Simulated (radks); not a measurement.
The numbers below are computed, except where a source is named.
Charge is removed step by step from the 3s down level of the krypton ion Kr+, starting from [Ne] 3s(up 1, down 1) 3p6 3d10 4s2 4p5. Level of theory: non-relativistic Kohn-Sham, PBE, spin-polarised, spherical densities, point nucleus; open shells are filled with parallel spins first (a radial shooting solver on a logarithmic mesh with Libxc functionals).

removed (e)	E - E(0) (eV)	eigenvalue (eV)	E minus straight line (eV)
0	0.000	-266.14	0.000
0.25	67.345	-272.64	-2.492
0.5	136.33	-279.27	-3.344
0.75	206.99	-286.02	-2.523
1	279.35	-292.88	0.000

Removing the whole electron costs 279.35 eV by Delta-SCF, against 266.14 eV from minus the eigenvalue at the starting occupation. Slater's transition state (half an electron removed) gives 279.27 eV. Integrating minus the eigenvalue over the occupation (Janak's theorem) gives 279.35 eV. The mean slope of the eigenvalue, de/dn, is 26.7 eV per electron.
